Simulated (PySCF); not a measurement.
# Hf(3+): interval between two levels

Hf(3+) [Xe] 4f14 5d1 [2D5/2, M_J = 5/2] → Hf(3+) [Xe] 4f14 6p1 [2P3/2, M_J = 3/2], as a difference of total energies. Calculation: PySCF 2.14, in x2c-TZVPall-2c (11s11p10d2f, 108 functions); the two-component X2C-1e Hamiltonian. Correlated levels: [Kr] 4d10 4f14 frozen; the 34 highest virtual spinors dropped. "Screened" scales the spin-orbit matrix elements by Boettger's factors to mimic the two-electron term; Breit and QED terms are absent.

| method | interval between two levels (cm⁻¹) |
| --- | --- |
| GHF (screened spin-orbit) | 70280 |
| GMP2 (screened spin-orbit) | 68278 |
